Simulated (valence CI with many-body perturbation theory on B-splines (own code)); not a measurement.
# Which ion has this spectrum?

A relativistic CI+MBPT calculation for an atom or ion with 7 electrons gives these levels (Ry):

```csv
J,Parity,E,g
3/2,odd,0.00,1.35
3/2,odd,32.98,1.44
5/2,odd,34.53,1.18
1/2,odd,37.10,0.64
5/2,even,50.69,1.47
1/2,even,56.27,2.07
3/2,even,56.38,1.19
3/2,odd,70.18,1.29
3/2,even,85.24,1.57
5/2,even,87.79,1.28
1/2,even,90.86,1.40
3/2,even,91.65,1.04
3/2,odd,111.21,1.31
1/2,even,125.10,1.80
```

The energies are calculated, and their last digits are not significant.

**Question.** Which is it?
A. Ba49+
B. La50+
C. Ce51+
D. Cs48+

**Answer.** C. Ce51+, ground level (2s^2 2p1/2^2 2p3/2) J=3/2.
